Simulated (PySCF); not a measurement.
PySCF input for CH3F3OSi, SMILES O[Si](F)(F)CF, TDA-PBE/def2-SVPD. The structure is a stationary point at ωB97X-D3(BJ)/def2-SVP. This is a generated structure with no PubChem entry under its InChIKey; it may be hypothetical. The values are those of a single conformer.

```python
import numpy as np
from pyscf import gto, scf, dft, tdscf

mol = gto.M(
    atom='''
    O    -1.18322268    0.52064756    1.01254997
    Si   -0.31259555   -0.26522876   -0.12417400
    F    -0.49543166   -1.85553494    0.04466947
    F    -0.84190900    0.07403907   -1.60839866
    C     1.49505070    0.21773286    0.05826400
    F     1.50718295    1.46741889    0.68604539
    H    -0.72374907    1.27277224    1.40693704
    H     2.02102614    0.29704665   -0.90753981
    H     2.04595726   -0.50150129    0.68820947
    ''',
    basis='def2-SVPD',
    charge=0,
    spin=0,
    max_memory=1600,
    verbose=4,
)
mf = dft.RKS(mol, xc='pbe').density_fit(auxbasis='def2-universal-jkfit')
mf.grids.level = 3
mf.conv_tol = 1e-9
mf.max_cycle = 100
mf.kernel()
mf.grids = dft.Grids(mol).set(level=1).build(with_non0tab=True)  # coarser grid for the response kernel
td = tdscf.TDA(mf)
td.singlet = True
td.nstates = 10
td.conv_tol = 1e-4
td.positive_eig_threshold = 1e-6
td.kernel(x0=td.get_init_guess(mf, 15))
td.analyze()
tt = tdscf.TDA(mf)
tt.singlet = False
tt.nstates = 4
tt.conv_tol = 1e-4
tt.positive_eig_threshold = 1e-6
tt.kernel(x0=tt.get_init_guess(mf, 9))
tt.analyze(verbose=3)
```

Output:

```
PySCF version 2.14.0

[INPUT] verbose = 4
[INPUT] num. atoms = 9
[INPUT] num. electrons = 58
[INPUT] charge = 0
[INPUT] spin (= nelec alpha-beta = 2S) = 0
[INPUT] symmetry False subgroup None
[INPUT] Mole.unit = angstrom
[INPUT] Symbol           X                Y                Z      unit          X                Y                Z       unit  Magmom
[INPUT]  1 O     -1.183222680000   0.520647560000   1.012549970000 AA   -2.235966809574   0.983881295823   1.913442130737 Bohr   0.0
[INPUT]  2 Si    -0.312595550000  -0.265228760000  -0.124174000000 AA   -0.590719977258  -0.501209716758  -0.234654851792 Bohr   0.0
[INPUT]  3 F     -0.495431660000  -1.855534940000   0.044669470000 AA   -0.936230150839  -3.506452851161   0.084413064429 Bohr   0.0
[INPUT]  4 F     -0.841909000000   0.074039070000  -1.608398660000 AA   -1.590977431806   0.139913564818  -3.039432966517 Bohr   0.0
[INPUT]  5 C      1.495050700000   0.217732860000   0.058264000000 AA    2.825236365339   0.411455473718   0.110103002922 Bohr   0.0
[INPUT]  6 F      1.507182950000   1.467418890000   0.686045390000 AA    2.848162995114   2.773019812113   1.296437896120 Bohr   0.0
[INPUT]  7 H     -0.723749070000   1.272772240000   1.406937040000 AA   -1.367687525209   2.405190952549   2.658725680106 Bohr   0.0
[INPUT]  8 H      2.021026140000   0.297046650000  -0.907539810000 AA    3.819185895187   0.561336814720  -1.715001688040 Bohr   0.0
[INPUT]  9 H      2.045957260000  -0.501501290000   0.688209470000 AA    3.866298883966  -0.947700089216   1.300527414632 Bohr   0.0

nuclear repulsion = 337.557612291892
number of shells = 66
number of NR pGTOs = 234
number of NR cGTOs = 160
basis = def2-SVPD
ecp = {}


******** <class 'pyscf.df.df_jk.DFRKS'> ********
method = DFRKS
initial guess = minao
damping factor = 0
level_shift factor = 0
DIIS = <class 'pyscf.scf.diis.CDIIS'>
diis_start_cycle = 1
diis_space = 8
diis_damp = 0
SCF conv_tol = 1e-09
SCF conv_tol_grad = None
SCF max_cycles = 100
direct_scf = False
XC library pyscf.dft.libxc version 7.1.2
    S. Lehtola, C. Steigemann, M. J. T. Oliveira, and M. A. L. Marques,  SoftwareX 7, 1–5 (2018)
XC functionals = pbe
    J. P. Perdew, K. Burke, and M. Ernzerhof,  Phys. Rev. Lett. 77, 3865 (1996)
    J. P. Perdew, K. Burke, and M. Ernzerhof,  Phys. Rev. Lett. 78, 1396 (1997)
    J. P. Perdew, K. Burke, and M. Ernzerhof,  Phys. Rev. Lett. 77, 3865 (1996)
    J. P. Perdew, K. Burke, and M. Ernzerhof,  Phys. Rev. Lett. 78, 1396 (1997)
radial grids:
    Treutler-Ahlrichs [JCP 102, 346 (1995); DOI:10.1063/1.469408] (M4) radial grids

becke partition: Becke, JCP 88, 2547 (1988); DOI:10.1063/1.454033
pruning grids: <function nwchem_prune>
grids dens level: 3
symmetrized grids: False
atomic radii adjust function: <function treutler_atomic_radii_adjust>
small_rho_cutoff = 0
Set gradient conv threshold to 3.16228e-05
Initial guess from minao.
tot grids = 119592
init E= -703.821484978571
  HOMO = -0.343742299693184  LUMO = -0.0600564994611199  gap/eV = 7.71948
cycle= 1 E= -703.197560564734  delta_E= 0.624  |g|= 1.04  |ddm|= 3.98
  HOMO = -0.161146091452133  LUMO = -0.0204438869769943  gap/eV = 3.82870
cycle= 2 E= -702.492928167824  delta_E= 0.705  |g|= 2.21  |ddm|= 2.47
  HOMO = -0.280882336995607  LUMO = -0.0377404766377967  gap/eV = 6.61623
cycle= 3 E= -703.38058099433  delta_E= -0.888  |g|= 0.188  |ddm|=  1.7
  HOMO = -0.299243432173256  LUMO = -0.041528276153572  gap/eV = 7.01279
cycle= 4 E= -703.386912265663  delta_E= -0.00633  |g|= 0.112  |ddm|= 0.278
  HOMO = -0.297537555178594  LUMO = -0.0403816511194472  gap/eV = 6.99757
cycle= 5 E= -703.389051031057  delta_E= -0.00214  |g|= 0.0298  |ddm|= 0.0905
  HOMO = -0.2949880049118  LUMO = -0.0390193587806258  gap/eV = 6.96526
cycle= 6 E= -703.389212399249  delta_E= -0.000161  |g|= 0.00906  |ddm|= 0.0318
  HOMO = -0.295393206975384  LUMO = -0.0393358956001317  gap/eV = 6.96767
cycle= 7 E= -703.389229828249  delta_E= -1.74e-05  |g|= 0.00145  |ddm|= 0.00889
  HOMO = -0.295397048335941  LUMO = -0.0393293282575615  gap/eV = 6.96796
cycle= 8 E= -703.389230177726  delta_E= -3.49e-07  |g|= 0.000655  |ddm|= 0.0016
  HOMO = -0.295376117697837  LUMO = -0.0393228144733588  gap/eV = 6.96757
cycle= 9 E= -703.389230244446  delta_E= -6.67e-08  |g|= 0.000185  |ddm|= 0.000576
  HOMO = -0.295382489022268  LUMO = -0.0393271257211132  gap/eV = 6.96762
cycle= 10 E= -703.389230251179  delta_E= -6.73e-09  |g|= 2.45e-05  |ddm|= 0.000242
  HOMO = -0.295385770595846  LUMO = -0.0393284970607852  gap/eV = 6.96767
cycle= 11 E= -703.389230251254  delta_E= -7.5e-11  |g|= 1.69e-05  |ddm|= 5.1e-05
  HOMO = -0.295383537465898  LUMO = -0.0393275273189766  gap/eV = 6.96764
Extra cycle  E= -703.389230251109  delta_E= 1.45e-10  |g|= 3.44e-05  |ddm|= 3.82e-05
converged SCF energy = -703.389230251109
tot grids = 40088
Overwritten attributes  positive_eig_threshold  of <class 'pyscf.tdscf.rks.TDA'>


******** <class 'pyscf.tdscf.rks.TDA'> for <class 'pyscf.df.df_jk.DFRKS'> ********
nstates = 10 singlet
deg_eia_thresh = 1.000e-03
wfnsym = None
conv_tol = 0.0001
eigh lindep = 1e-12
eigh level_shift = 0
eigh max_cycle = 100


Excitation energies (eV)
[7.16183959 7.58438546 7.69068063 7.9784011  8.05521543 8.39733598
 8.46322608 8.72342478 8.88939644 9.04038555]

** Singlet excitation energies and oscillator strengths **
Excited State   1:      7.16184 eV    173.12 nm  f=0.0279
      29 -> 30        0.68236
      29 -> 31        0.16834
Excited State   2:      7.58439 eV    163.47 nm  f=0.0223
      28 -> 30        0.28408
      29 -> 30        0.14608
      29 -> 31       -0.62208
Excited State   3:      7.69068 eV    161.21 nm  f=0.0221
      28 -> 30       -0.63927
      29 -> 31       -0.27752
Excited State   4:      7.97840 eV    155.40 nm  f=0.0006
      27 -> 30       -0.69041
      27 -> 31       -0.13032
Excited State   5:      8.05522 eV    153.92 nm  f=0.0097
      28 -> 31        0.69577
Excited State   6:      8.39734 eV    147.65 nm  f=0.0060
      27 -> 30       -0.12783
      27 -> 31        0.69123
Excited State   7:      8.46323 eV    146.50 nm  f=0.0213
      29 -> 32       -0.69948
Excited State   8:      8.72342 eV    142.13 nm  f=0.0525
      26 -> 30        0.66616
      28 -> 33       -0.12684
      29 -> 33       -0.17189
Excited State   9:      8.88940 eV    139.47 nm  f=0.0230
      26 -> 30        0.14900
      26 -> 31        0.10666
      29 -> 33        0.63788
      29 -> 34        0.15618
Excited State  10:      9.04039 eV    137.14 nm  f=0.0042
      26 -> 31        0.63552
      28 -> 32       -0.26523
      29 -> 33       -0.10818

** Transition electric dipole moments (AU) **
state          X           Y           Z        Dip. S.      Osc.
  1         0.3723     -0.1371     -0.0391      0.1589      0.0279
  2        -0.2572     -0.2299     -0.0302      0.1199      0.0223
  3        -0.1805      0.0187     -0.2903      0.1172      0.0221
  4        -0.0158      0.0210     -0.0507      0.0033      0.0006
  5        -0.0127     -0.1713      0.1394      0.0489      0.0097
  6         0.0231     -0.0871      0.1445      0.0290      0.0060
  7        -0.2863      0.1321      0.0581      0.1028      0.0213
  8         0.4816      0.0475     -0.1064      0.2455      0.0525
  9         0.0972      0.0235     -0.3092      0.1056      0.0230
 10         0.0866     -0.0983      0.0424      0.0190      0.0042

** Transition velocity dipole moments (imaginary part, AU) **
state          X           Y           Z        Dip. S.      Osc.
  1         0.0531     -0.0030     -0.0005      0.0028      0.0072
  2        -0.1014     -0.0240      0.0028      0.0109      0.0260
  3        -0.0673      0.0151     -0.0532      0.0076      0.0179
  4        -0.0050     -0.0092      0.0148      0.0003      0.0007
  5        -0.0103     -0.0409      0.0389      0.0033      0.0074
  6         0.0034     -0.0399      0.0649      0.0058      0.0126
  7        -0.0756      0.0155      0.0196      0.0063      0.0136
  8         0.1331      0.0084     -0.0365      0.0191      0.0398
  9         0.0358     -0.0192     -0.0426      0.0035      0.0071
 10         0.0321     -0.0270     -0.0044      0.0018      0.0036

** Transition magnetic dipole moments (imaginary part, AU) **
state          X           Y           Z
  1        -0.0518      0.2212     -0.5092
  2        -0.0187     -0.1101      0.0640
  3         0.3742      0.2538      0.0101
  4        -0.6928      0.0279     -0.0562
  5        -0.2834     -0.4208     -0.0835
  6        -0.4063      0.2408      0.2146
  7        -0.1577     -0.0342     -0.0846
  8         0.2528     -0.2168      0.5077
  9        -0.0981     -0.4636      0.0107
 10        -0.0094     -0.0241      0.0755


******** <class 'pyscf.tdscf.rks.TDA'> for <class 'pyscf.df.df_jk.DFRKS'> ********
nstates = 4 triplet
deg_eia_thresh = 1.000e-03
wfnsym = None
conv_tol = 0.0001
eigh lindep = 1e-12
eigh level_shift = 0
eigh max_cycle = 100


Excitation energies (eV)
[6.69356833 7.23955108 7.41834867 7.66512627]

** Triplet excitation energies and oscillator strengths **
Excited State   1:      6.69357 eV    185.23 nm  f=0.0000
Excited State   2:      7.23955 eV    171.26 nm  f=0.0000
Excited State   3:      7.41835 eV    167.13 nm  f=0.0000
Excited State   4:      7.66513 eV    161.75 nm  f=0.0000
```

The calculation finished and met its thresholds.

Cost: around 50 core-seconds (rough).
